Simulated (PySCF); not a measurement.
**How methods differ on the excitation energy of Be**

Be [He] 2s2 (1S) → Be [He] 2s1 2p1 (3P), as a difference of total energies. All numbers are calculated (PySCF 2.14, the spin-free X2C one-electron Hamiltonian (Gaussian nucleus), in aug-cc-pVDZ-DK (4s3p2d, 23 functions)). Correlated levels: valence: 1s2 frozen. The calculations carry no spin-orbit coupling.

```tsv
method	excitation energy (eV)
UHF	1.633
MP2 (valence)	2.276
SCS-MP2 (valence)	2.455
CCSD (valence)	2.729
```

Question: How much does correlation contribute at MP2 (valence)?

Answer: 2.276 − (1.633) = 0.643 eV, measured against UHF.

Errors of the correlated levels include the incompleteness of this basis and the frozen core.

With two correlated electrons CCSD is exact in that space.

For comparison: 2.725 eV (measured; NIST levels, between the centres of gravity of the two terms).
